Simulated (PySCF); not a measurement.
PySCF job for SnI₃, SMILES [I][Sn+]([I])[I], charge +1, TDA-PBE/def2-SVPD. Coordinates come from a PBE0-D3(BJ)/def2-SVP optimisation. The spin state was assumed, not searched. The isomer is the one that the SMILES or the coordinates give; other isomers of the formula were not compared. The def2 effective core potentials stand for the cores of I, Sn; spin–orbit coupling is left out.

```python
import numpy as np
from pyscf import gto, scf, dft, tdscf

mol = gto.M(
    atom='''
    Sn    0.00000000    0.00000000    0.00000000
    I     2.60390871    0.00000000    0.00000000
    I    -1.30195435   -2.25505109    0.00000000
    I    -1.30195436    2.25505109    0.00000000
    ''',
    basis='def2-SVPD',
    ecp={'I': 'def2-svp', 'Sn': 'def2-svp'},
    charge=1,
    spin=0,
    symmetry=True,
    max_memory=1600,
    verbose=4,
)
mf = dft.RKS(mol, xc='pbe').density_fit(auxbasis='def2-universal-jkfit')
mf.grids.level = 3
mf.conv_tol = 1e-9
mf.max_cycle = 100
mf.kernel()
mf.grids = dft.Grids(mol).set(level=1).build(with_non0tab=True)  # coarser grid for the response kernel
td = tdscf.TDA(mf)
td.singlet = True
td.nstates = 10
td.conv_tol = 1e-4
td.positive_eig_threshold = 1e-6
td.kernel(x0=td.get_init_guess(mf, 15))
td.analyze()
tt = tdscf.TDA(mf)
tt.singlet = False
tt.nstates = 4
tt.conv_tol = 1e-4
tt.positive_eig_threshold = 1e-6
tt.kernel(x0=tt.get_init_guess(mf, 9))
tt.analyze(verbose=3)
```

Output:

```
PySCF version 2.14.0

[INPUT] verbose = 4
[INPUT] num. atoms = 4
[INPUT] num. electrons = 96
[INPUT] charge = 1
[INPUT] spin (= nelec alpha-beta = 2S) = 0
[INPUT] symmetry True subgroup None
[INPUT] Mole.unit = angstrom
[INPUT] Symbol           X                Y                Z      unit          X                Y                Z       unit  Magmom
[INPUT]  1 Sn     0.000000000000   0.000000000000   0.000000000000 AA    0.000000000000   0.000000000000   0.000000000000 Bohr   0.0
[INPUT]  2 I      2.603908710000   0.000000000000   0.000000000000 AA    4.920674315270   0.000000000000   0.000000000000 Bohr   0.0
[INPUT]  3 I     -1.301954350000  -2.255051090000   0.000000000000 AA   -2.460337148186  -4.261428957002   0.000000000000 Bohr   0.0
[INPUT]  4 I     -1.301954360000   2.255051090000   0.000000000000 AA   -2.460337167083   4.261428957002   0.000000000000 Bohr   0.0

nuclear repulsion = 555.316523887832
point group symmetry = D3h, use subgroup C2v
symmetry origin: [-1.3598904e-16  0.0000000e+00  0.0000000e+00]
symmetry axis x: [0. 1. 0.]
symmetry axis y: [0. 0. 1.]
symmetry axis z: [1. 0. 0.]
num. orbitals of irrep A1 = 55
num. orbitals of irrep A2 = 17
num. orbitals of irrep B1 = 39
num. orbitals of irrep B2 = 26
number of shells = 51
number of NR pGTOs = 277
number of NR cGTOs = 137
basis = def2-SVPD
ecp = {'I': 'def2-svp', 'Sn': 'def2-svp'}


[settings echo left out]
init E= -989.017674037423
HOMO (B1) = -1.89693078623394  LUMO (A1) = -1.87353209434389  gap/eV = 0.63671
cycle= 1 E= -1102.86475456345  delta_E= -114  |g|= 5.56  |ddm|=   20
HOMO (A1) = -0.170544435948825  LUMO (A1) = -0.0876869591976428  gap/eV = 2.25467
cycle= 2 E= -1102.9866035371  delta_E= -0.122  |g|=  4.5  |ddm|= 18.2
HOMO (B1) = -0.52613778352209  LUMO (A1) = -0.472649734379163  gap/eV = 1.45548
cycle= 3 E= -1106.20872601864  delta_E= -3.22  |g|= 1.63  |ddm|= 7.12
HOMO (B1) = -0.467015863916032  LUMO (A1) = -0.333725485237792  gap/eV = 3.62702
cycle= 4 E= -1106.71891228002  delta_E= -0.51  |g|= 1.13  |ddm|= 4.04
HOMO (B1) = -0.404490068473141  LUMO (A1) = -0.330110648455775  gap/eV = 2.02397
cycle= 5 E= -1107.2078584706  delta_E= -0.489  |g|= 0.125  |ddm|= 2.01
HOMO (B1) = -0.416312668803621  LUMO (A1) = -0.343917475531178  gap/eV = 1.96997
cycle= 6 E= -1107.21083701152  delta_E= -0.00298  |g|= 0.0467  |ddm|= 0.206
HOMO (B1) = -0.415458640206796  LUMO (A1) = -0.342166652556221  gap/eV = 1.99438
cycle= 7 E= -1107.2117236891  delta_E= -0.000887  |g|= 0.00659  |ddm|= 0.0622
HOMO (B1) = -0.415438350462511  LUMO (A1) = -0.341673244821184  gap/eV = 2.00725
cycle= 8 E= -1107.21173844902  delta_E= -1.48e-05  |g|= 0.00116  |ddm|= 0.0148
HOMO (B1) = -0.415355629218271  LUMO (A1) = -0.341652368865937  gap/eV = 2.00557
cycle= 9 E= -1107.21173886502  delta_E= -4.16e-07  |g|= 0.000428  |ddm|= 0.0024
HOMO (B1) = -0.415360048358898  LUMO (A1) = -0.341650692388638  gap/eV = 2.00573
cycle= 10 E= -1107.2117389074  delta_E= -4.24e-08  |g|= 0.000284  |ddm|= 0.0011
HOMO (B1) = -0.415362020829463  LUMO (A1) = -0.341648466405394  gap/eV = 2.00585
cycle= 11 E= -1107.21173894635  delta_E= -3.89e-08  |g|= 7.95e-06  |ddm|= 0.000584
HOMO (B1) = -0.415362135482444  LUMO (A1) = -0.341648674361085  gap/eV = 2.00585
cycle= 12 E= -1107.21173894638  delta_E= -3.46e-11  |g|= 4.51e-07  |ddm|= 1.69e-05
HOMO (B1) = -0.415362115737925  LUMO (A1) = -0.341648663276315  gap/eV = 2.00585
Extra cycle  E= -1107.21173894638  delta_E= 3.18e-12  |g|= 6.94e-07  |ddm|= 1.7e-06
converged SCF energy = -1107.21173894638
tot grids = 32104
Overwritten attributes  positive_eig_threshold  of <class 'pyscf.tdscf.rks.TDA'>


******** <class 'pyscf.tdscf.rks.TDA'> for <class 'pyscf.df.df_jk.DFSymAdaptedRKS'> ********
nstates = 10 singlet
deg_eia_thresh = 1.000e-03
wfnsym = None
conv_tol = 0.0001
eigh lindep = 1e-12
eigh level_shift = 0
eigh max_cycle = 100


Excitation energies (eV)
[2.18880655 2.47314621 2.4731553  2.6128184  2.61282486 2.92892863
 3.25990613 3.27478797 3.27479312 3.62624204]

** Singlet excitation energies and oscillator strengths **
Excited State   1:   B1      2.18881 eV    566.45 nm  f=0.0000
      48 -> 49        0.70639
Excited State   2:   A2      2.47315 eV    501.32 nm  f=0.0000
      47 -> 49       -0.70630
Excited State   3:   B2      2.47316 eV    501.32 nm  f=0.0000
      46 -> 49       -0.70630
Excited State   4:   B1      2.61282 eV    474.52 nm  f=0.0107
      45 -> 49       -0.69120
      47 -> 50        0.12651
Excited State   5:   A1      2.61282 eV    474.52 nm  f=0.0107
      44 -> 49       -0.69120
      46 -> 50       -0.12651
Excited State   6:   A2      2.92893 eV    423.31 nm  f=0.0000
      48 -> 50        0.70696
Excited State   7:   B2      3.25991 eV    380.33 nm  f=0.0053
      43 -> 49        0.70501
Excited State   8:   A2      3.27479 eV    378.60 nm  f=0.0000
      45 -> 50       -0.70678
Excited State   9:   B2      3.27479 eV    378.60 nm  f=0.0000
      44 -> 50       -0.70678
Excited State  10:   B1      3.62624 eV    341.91 nm  f=0.0552
      41 -> 49       -0.25782
      47 -> 50       -0.64414

** Transition electric dipole moments (AU) **
state          X           Y           Z        Dip. S.      Osc.
  1         0.0000     -0.0000      0.0000      0.0000      0.0000
  2         0.0000     -0.0000     -0.0000      0.0000      0.0000
  3        -0.0000     -0.0000      0.0000      0.0000      0.0000
  4         0.0000     -0.4092      0.0000      0.1674      0.0107
  5        -0.4092     -0.0000     -0.0000      0.1674      0.0107
  6         0.0000      0.0000     -0.0000      0.0000      0.0000
  7         0.0000     -0.0000      0.2585      0.0668      0.0053
  8        -0.0000      0.0000     -0.0000      0.0000      0.0000
  9        -0.0000     -0.0000     -0.0001      0.0000      0.0000
 10         0.0000     -0.7880      0.0000      0.6210      0.0552

WARN: ECP detected. Skipping calculation of transition velocity and magnetic dipole moments, which have not yet been implemented.



******** <class 'pyscf.tdscf.rks.TDA'> for <class 'pyscf.df.df_jk.DFSymAdaptedRKS'> ********
nstates = 4 triplet
deg_eia_thresh = 1.000e-03
wfnsym = None
conv_tol = 0.0001
eigh lindep = 1e-12
eigh level_shift = 0
eigh max_cycle = 100


Excitation energies (eV)
[1.86881663 2.1705277  2.17053243 2.20328713]

** Triplet excitation energies and oscillator strengths **
Excited State   1:   B1      1.86882 eV    663.44 nm  f=0.0000
Excited State   2:   A2      2.17053 eV    571.22 nm  f=0.0000
Excited State   3:   B2      2.17053 eV    571.22 nm  f=0.0000
Excited State   4:   B1      2.20329 eV    562.72 nm  f=0.0000
```

Self-consistency was reached.

Cost: about 50 core-seconds (a rough figure).
